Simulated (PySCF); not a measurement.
This script is equivalent to a calculation on Mg³⁺ (magnesium, charge +3).

```python
from pyscf import gto, scf, dft, mp, cc
import basis_set_exchange as bse
mol = gto.M(atom="Mg 0 0 0", charge=3, spin=1, symmetry="D2h",
            basis=gto.basis.parse(bse.get_basis("aug-cc-pVDZ", elements=["Mg"], fmt="nwchem", header=False)))
mf = dft.UKS(mol, xc="TPSS")
mf.irrep_nelec = {'Ag': (2, 2), 'B1u': (1, 1), 'B2u': (1, 1), 'B3u': (1, 0)}
mf.kernel()
```

Q: What total energy does it give?

A: -196.223 hartree (calculated).

Q: Which occupied shell lies highest, and where?

A: 2p β, at -99.519 eV.

Q: What is ⟨S²⟩, and what would a pure spin state give?

A: 0.750, against 0.75.
